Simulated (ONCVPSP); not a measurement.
# silicon (Si), ONCV: configuration errors across variants

ONCVPSP 4.0.1 input, shortened (lines: element, Z, core and valence counts, functional; n l f; lmax; l rc ep ncon nbas qcut; lloc lpopt rc5 dvloc0; l nproj debl; icmod fcfact rcfact), LDA (Perdew-Wang 92), non-relativistic:

```
  Si 14.00    3    2  -001012      upf
    1    0    2.00
    2    0    2.00
    2    1    6.00
    3    0    2.00
    3    1    1.50
    1
    0    1.40    0.00    5    9    5.00
    1    2.10    0.00    4    9    4.00
    0    5    1.40    0.00
    0    0    2.50
    1    2    1.90
    3    1.75    1.65
```

All-electron excitation energies from the reference (eV): (1) 3s2 3p2 -2.967; (2) 3s2 3p1 4.867; (3) 3s2 3p0 20.987; (4) 3s1 3p2 12.217.

A true bound ghost makes a file unfit for plane-wave use even where its test errors are small: the radial tests pick states by their node count and pass the ghost by.

Errors AE − PS in meV (a dash: test not solved or not reliable):

| change | (1) | (2) | (3) | (4) | bound ghosts | GHOST(+) flags above zero |
| --- | --- | --- | --- | --- | --- | --- |
| base | +0.1 | +0.3 | +5.7 | +0.2 | none | none |
| p: rc 1.42 | +0.1 | +0.3 | +5.9 | +0.2 | p | p |
| p: rc 1.66 | +0.1 | +0.3 | +7.5 | -0.6 | none | none |
| p: rc 1.88 | +0.1 | +0.3 | +7.3 | -0.5 | none | none |
| p: rc 2 | +0.1 | +0.3 | +6.6 | -0.2 | none | none |
| p: rc 2.3 | 0.0 | +0.1 | +3.2 | +1.1 | none | none |
| p: rc 2.5 | -0.1 | 0.0 | +0.6 | +2.0 | none | none |
| p: rc 2.68 | -0.1 | -0.2 | -2.1 | +2.9 | none | none |
| p: rc 3.1 | -0.2 | -0.5 | -6.8 | +4.2 | none | none |

Question: Give the same row for: p: rc 2.86.

Answer: -0.2, -0.3, -4.5, +3.6; bound ghosts: none; GHOST(+) flags above zero: none.
